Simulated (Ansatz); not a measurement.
Z-matrix (Å, degrees):
```
B
S 1 2.096
C 1 1.540 2 50.5
H 1 1.197 2 112.6 3 109.2
H 1 1.197 2 112.6 3 -109.2
Si 3 1.865 1 146.7 2 -179.9
H 6 1.482 3 110.5 1 -179.6
H 6 1.484 3 107.1 1 59.4
H 6 1.484 3 107.2 1 -58.4
```

Total charge 0; spin multiplicity 1.

Q: List the B3LYP/def2-TZVPP orbital energies in eV (Ansatz). (Best estimate.)

A: The calculation gave: Occupied: -2418.81, -1799.59, -278.69, -216.78, -183.31, -161.29, -161.28, -161.16, -144.14, -99.47, -99.44, -99.44, -22.93, -16.66, -14.92, -12.95, -11.03, -10.95, -10.45, -10.01, -9.32, -7.96, -7.20. Lowest empty: -3.31, -0.24, 0.09, 0.62, 0.92, 1.06, 1.99, 2.27.

B3LYP here is the variant with VWN-RPA as its local correlation; programs differ in this.
